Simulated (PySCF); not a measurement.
Si(H)(SiH3) cation (H4Si2), SMILES [SiH][SiH3] (connectivity only; charge and spin as stated), charge +1, multiplicity 2.

Geometry optimised at PBE-D3(BJ)/def2-TZVP. The spin state was assumed, not searched. The isomer is the one that the SMILES or the coordinates give; other isomers of the formula were not compared.

All values below come from r2SCAN/def2-TZVPD run with PySCF.

The molecule is in vacuum.

| Item | Result |
|---|---|
| total energy | -580.96168 hartree |
| α spin, highest occupied and lowest empty level | -12.25 and -10.29 eV |
| β spin, highest occupied and lowest empty level | -13.97 and -9.93 eV |
| dipole moment about the centre of nuclear charge | 1.73 D |
| mean static polarisability | 54.0 bohr³ (8.00 Å³) |
| polarisability, principal values | 43.7, 46.2, 72.1 bohr³ |
| ⟨S²⟩ | 0.757 (pure state 0.75) |
